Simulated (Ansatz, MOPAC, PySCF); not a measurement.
Species: germyl acetate, C2H6GeO2, net charge 0, singlet state. SMILES: [O]([GeH3])C(=O)C
Coordinates optimised at B3LYP-D3(BJ)/def2-TZVP (Ansatz, an electronic-structure program):
```
C
O 1 1.2111
O 1 1.3367 2 122.35
C 1 1.5039 2 124.77 3 -180.00
H 4 1.0862 1 109.93 2 0.00
H 4 1.0908 5 110.14 1 120.93
H 4 1.0908 5 110.14 6 118.14
Ge 3 1.8435 1 114.72 2 0.00
H 8 1.5299 3 108.88 1 62.14
H 8 1.5299 9 113.55 3 121.47
H 8 1.5337 9 112.18 10 128.50
```
Charge 0, spin multiplicity 1.

Wanted: vertical ionisation energy to the doublet, in eV. Conventions: six Cartesian d functions in 6-31G* and its kin unless marked 5d; spin-orbit terms left out; LANL2DZ with its own core potentials from Na on; non-relativistic; PM7 with its own dispersion and hydrogen-bond terms; open shells spin-unrestricted; frozen cores in correlated levels (noble-gas shells and the d and f shells of earlier blocks); dispersion terms only where a functional's name holds one; each state is the SCF solution reached for its charge and spin. First-principles rows: single points at B3LYP-D3(BJ) geometries (Ansatz). Semi-empirical rows: differences of heats of formation at the shared geometry for vertical values.

```csv
level,program,vertical ionisation energy to the doublet (eV)
PM3,MOPAC,10.10
PM7,MOPAC,10.02
MNDO,MOPAC,11.69
HF/6-31G*,Ansatz,8.96
HF/6-31G* with LANL2DZ past Ar,Ansatz,9.00
PBE/6-31G*,Ansatz,9.82
PBE/6-31G* with LANL2DZ past Ar,Ansatz,9.86
B3LYP/STO-3G,Ansatz,7.26
B3LYP/3-21G,Ansatz,10.02
B3LYP/6-31G*,Ansatz,10.07
B3LYP/6-31G* with LANL2DZ past Ar,Ansatz,10.10
M06-2X/6-31G* with LANL2DZ past Ar (5d),PySCF,10.37
MP2/6-31G* with LANL2DZ past Ar,Ansatz,10.40
PBE/def2-TZVPD,Ansatz,10.01
B3LYP/def2-TZVPD,Ansatz,10.26
```

No value to compare with is used here. The 13 habitual levels span 7.26 (B3LYP/STO-3G) to 11.69 eV (MNDO); PBE/def2-TZVPD gives 10.01.

The levels are drawn from those run, B3LYP/6-31G* more often than the rest, none by its result; left out are runs that failed, that the program found above a lower state of the same kind, or whose <S^2> lies over 0.5 above the pure value.
